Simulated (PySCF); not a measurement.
Computed IR spectrum (relative IR intensity) of a molecule C₂H₈BN. Geometry: PBE-D3(BJ)/def2-SVP. Other conformers were not sampled. Computed with PBE-D3(BJ)/def2-SVP (PySCF 2.14.0). Harmonic, unscaled wavenumbers; measured fundamentals usually lie a few per cent lower.

Lines under 2 % of the strongest are left out, and lines within 2 cm⁻¹ are merged.

ν (cm⁻¹): 134 (vw), 380 (w), 532 (vs), 911 (w), 1163 (m), 1296 (s), 1333 (s), 1398 (w), 1427 (w), 1551 (vs), 2956 (w), 3038 (w), 3051 (m), 3501 (w), 3603 (w) (against the strongest line: vs over 80 %, s over 45 %, m over 15 %, w over 4 %, vw less)

**Question.** Which molecule gave these data?
A. BN(C)C
B. CBNC
C. CCBN
D. CB(C)N

**Answer.** D, CB(C)N
